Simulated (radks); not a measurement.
Neutral lutetium inside a hard spherical wall (all orbitals vanish at R), configuration held at [Xe] 4f14 5d1 6s2 and not refilled when levels cross. Calculated with a radial shooting solver on a logarithmic mesh with Libxc functionals: scalar-relativistic Kohn-Sham, LDA (Slater exchange, Perdew-Wang correlation), spin-polarised, spherical densities, finite nucleus; open shells are filled with parallel spins first (spin-orbit coupling, left out, can overturn this in heavy ions); Fermi nuclear charge, rms radius 5.37 fm. Eigenvalues in eV for spin up, with the zero of energy where the potential of the charges vanishes at infinity; a dash marks a level that is unbound or too diffuse for the functional's potential to be trusted. A positive occupied level is held by the wall or, in an anion where self-interaction has pushed it up, behind a barrier. The pressure on the wall is -dE/dV.

R (bohr)  E (hartree)  kinetic (hartree)    e(5p)   e(4f)   e(6s)   e(5d)  e(6p, empty)  e(7s, empty)  pressure (GPa)
free      -14552.6600          15892.669  -31.901  -9.796  -4.964  -2.096        -1.482        -0.123               0
15        -14552.6600          15892.669  -31.899  -9.794  -4.962  -2.094        -1.475         0.220        0.000102
12        -14552.6598          15892.671  -31.876  -9.771  -4.948  -2.075        -1.425         0.810         0.00301
10        -14552.6586          15892.682  -31.781  -9.673  -4.881  -1.991        -1.257         1.914          0.0332
8         -14552.6493          15892.747  -31.353  -9.237  -4.545  -1.610        -0.587         4.897           0.400
6         -14552.5771          15893.114  -29.728  -7.557  -2.888  -0.053         2.231        14.385            5.55
4         -14551.9258          15895.614  -24.261  -1.544   7.155   6.566        17.205        54.633             130
3.5       -14551.2705          15898.056  -20.987   2.269  15.635  11.140        28.827        82.368             358
2.5       -14546.0116          15917.310   -2.929  22.497  69.647  36.704        95.341        224.24            4560
2         -14534.5369          15956.257   27.557  51.540  161.17  77.811        199.09        426.61           23300
1.5       -14490.8476          16092.111   126.70  123.85  429.50  201.41        488.47        954.09          177000
